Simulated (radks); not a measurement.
The nuclear charge of the xenon ion Xe+ is varied continuously with 53 electrons held in [Kr] 4d10 5s2 5p5. All-electron calculation, scalar-relativistic Kohn-Sham, PBE, spin-polarised, spherical densities, point nucleus; open shells are filled with parallel spins first (spin-orbit coupling, left out, can overturn this in heavy ions). Program: a radial shooting solver on a logarithmic mesh with Libxc functionals. By the Hellmann-Feynman theorem dE/dZ = E(electron-nucleus)/Z, the electronic potential at the nucleus. The scalar-relativistic energy here is not variational (the density holds large components alone), so the two differ by a part that grows with Z.

Z     E (hartree)  E(electron-nucleus)/Z (hartree)  HOMO  e(HOMO) (eV)  <r> HOMO (bohr)
53.5  -7280.54675                         -329.161    5p       -11.435            2.325
53.6  -7313.63426                         -330.015    5p       -12.435            2.297
53.7  -7346.80803                         -330.869    5p       -13.454            2.270
53.8  -7380.06808                         -331.723    5p       -14.493            2.243
53.9  -7413.41442                         -332.577    5p       -15.550            2.218
54    -7446.84708                         -333.431    5p       -16.626            2.194
54.1   -7480.3661                         -334.286    5p       -17.720            2.171
54.2   -7513.9714                         -335.140    5p       -18.833            2.148
54.3   -7547.6632                         -335.995    5p       -19.962            2.126
54.4   -7581.4414                         -336.850    5p       -21.110            2.105
54.5   -7615.3060                         -337.705    5p       -22.274            2.085
54.6   -7649.2570                         -338.561    5p       -23.456            2.065
54.7   -7683.2946                         -339.417    5p       -24.654            2.045
54.8   -7717.4187                         -340.273    5p       -25.869            2.026
54.9   -7751.6293                         -341.129    5p       -27.101            2.008
55     -7785.9265                         -341.985    5p       -28.348            1.990

The central difference of E at Z = 54 is -334.758 hartree, to compare with the third column; the second derivative is -8.63 hartree.
